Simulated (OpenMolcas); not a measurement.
# What dynamic correlation does to the levels of Al II

* Program: OpenMolcas 26.06
* Basis: ANO-RCC-VQZP [6s5p3d2f1g]
* Scalar Hamiltonian: DKH2, point nucleus
* Active space: 2 electrons in 8 orbitals (3s 3p 4s 4p)
* State averaging: 2S+1 = 3 even, 3 roots; 2S+1 = 1 even, 7 roots; 2S+1 = 3 odd, 3 roots; 2S+1 = 1 odd, 3 roots
* Spin-orbit coupling: RASSI with atomic mean-field integrals over the reference wave functions, term energies averaged over their components

Methods on the same reference wave functions:
A. CASSCF
B. SS-CASPT2, IPEA 0.25 Eh, imaginary shift 0.1 Eh (closed shells correlated: 2s 2p)
C. MS-CASPT2, IPEA 0.25 Eh, imaginary shift 0.1 Eh (closed shells correlated: 2s 2p)

Energies in cm-1 above 3s2 1S0, the measured ground level; measured values from NIST Handbook of Basic Atomic Spectroscopic Data.

| Level | A | B | C | Measured |
| --- | --- | --- | --- | --- |
| 3s2 1S0 | 0.0 | 0.0 | 0.0 | 0.0 |
| 3s 3p 3P* 0 | 37193 | 37130 | 37140 | 37393 |
| 3s 3p 3P* 1 | 37244 | 37180 | 37190 | 37454 |
| 3s 3p 3P* 2 | 37347 | 37290 | 37290 | 37578 |
| 3s 3p 1P* 1 | 67512 | 60950 | 60960 | 59852 |

Deviations, from unrounded energies. A percentage is the sum of absolute deviations over the sum of measured energies, with the sign that they share, or ± where signs differ.

```csv
Against measurement,Levels,A,B,C
mean absolute deviation (cm-1),4,2100,480,480
other configurations (%),4,±4.8,±1.1,±1.1
```

B, C lie about equally close to measurement and A furthest from it. The largest miss of C in the table is 3s 3p 1P* 1, by +1100 cm-1. The ranking rests on the paired levels alone, and a cruder setting can come out closer through cancelling errors.

Between B and C the level of the table that moves most is 3s 3p 1P* 1, by 7.8 cm-1 (lowest in B, highest in C). Moves below CASPT2's spread within the term are not significant.

The lowest spin-free term lies below A's lowest term by 0.228 hartree in B, 0.228 hartree in C.

Over all roots computed the reference weight is 0.89 to 0.99 in B, 0.89 to 0.99 in C; the roots of lowest weight are the least certain, and an intruder state may touch them. The run also gave levels led by 3s 4s, which use shells meant for correlation; these and all levels above them are left out. Without dynamic correlation excited terms often stand tens of per cent too high (terms of higher spin than the ground term too low), and those without a measured partner can miss by more than the paired ones (holds for A). Computed and measured levels are paired by configuration, term and J; levels that our copy of the source lacks, or whose pairing is in doubt (as where it misses far off the trend of its configuration), stay unpaired and out of the deviations. Only configurations of the active space appear. The table leaves out levels that lie high or whose names do not pair safely across all columns.

* marks odd parity.
